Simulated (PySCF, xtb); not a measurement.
Cl₃HSZr, SMILES [Cl][Zr]([Cl])([Cl])[SH], multiplicity 1. One conformer was computed; it need not be the lowest.

Harmonic wavenumbers (cm⁻¹) from xtb 6.7.1 with GFN2-xTB at its own minimum, in rising order: 13, 61, 71, 79, 82, 97, 301, 369, 394, 396, 477, 2326.

Problem. What does PBE-D3(BJ)/def2-SVP (PySCF) give at its own minimum? (Estimate from the structure and the level; the computed values follow.)

Solution. 71, 85, 97, 101, 101, 139, 350, 383, 413, 417, 470, 2582. Paired by order, the mean absolute difference is 46 cm⁻¹ and the zero-point energies are 6.7 and 7.4 kcal/mol.
